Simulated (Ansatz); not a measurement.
System: sum formula HSO$_{3}$, charge -1, multiplicity 1. 
Structure (B3LYP-D3(BJ)/def2-TZVP (Ansatz, a program for electronic structure) minimum search):
```xyz
5

O     -0.3543     1.3602     0.1331
S     -0.2316    -0.0434    -0.3568
O     -0.8761    -1.0049     0.5681
O      1.4881    -0.3047    -0.0723
H      1.6435     0.2898     0.6780
```
Charge -1, spin multiplicity 1.

Basis-set convergence of Hartree-Fock and CCSD(T) correlation energies (hartree) with Ansatz. Valence correlation only, unless marked. Spin-orbit coupling is left out. No relativistic terms. This anion needs diffuse functions, which these sets lack.

| basis | functions | E(HF) | E(corr, CCSD(T)) | rough core time |
|---|---|---|---|---|
| cc-pV(D+d)Z | 70 | -622.68269 | -0.73485 | under 20 s |
| cc-pV(T+d)Z | 143 | ___ | ___ | 50 s |

Question: Some entries are withheld; supply them.

Answer: 
- cc-pV(T+d)Z, E(HF): -622.81245
- cc-pV(T+d)Z, E(corr, CCSD(T)): -0.95670
